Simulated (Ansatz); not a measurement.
Molecule: sum formula SiICl2, charge 0, multiplicity 2. It need not be the lowest isomer of its formula. 
Geometry from a B3LYP-D3(BJ)/def2-TZVP (Ansatz, an electronic-structure program) optimisation:
```xyz
4

Cl    -1.7953     1.7596    -0.1714
Si    -0.9301     0.0475     0.5879
Cl    -1.9548    -1.5823    -0.1536
I      1.4486    -0.0694    -0.0510
```
Charge 0, spin multiplicity 2.

Dipole moments at this geometry, in debye (magnitudes).

```tsv
level	program	dipole (D)
SVWN5/def2-TZVPD	Ansatz	0.51
PBE/def2-TZVPD	Ansatz	(withheld)
BLYP/def2-TZVPD	Ansatz	0.57
revPBE/def2-TZVPD	Ansatz	0.53
r2SCAN/def2-TZVPD	Ansatz	0.54
B3LYP/def2-TZVPD	Ansatz	0.62
BHLYP/def2-TZVPD	Ansatz	0.70
r2SCANh/def2-TZVPD	Ansatz	0.57
HSE06/def2-TZVPD	Ansatz	0.59
LC-wPBE/def2-TZVPD	Ansatz	0.64
wB97M-V/def2-TZVPD	Ansatz	0.63
wB97X-V/def2-TZVPD	Ansatz	0.60
CCSD(T)/def2-SVPD	Ansatz	(withheld)
```

### Question
What belongs in the gaps?

### Answer

- PBE/def2-TZVPD, dipole (D): 0.53
- CCSD(T)/def2-SVPD, dipole (D): 0.65
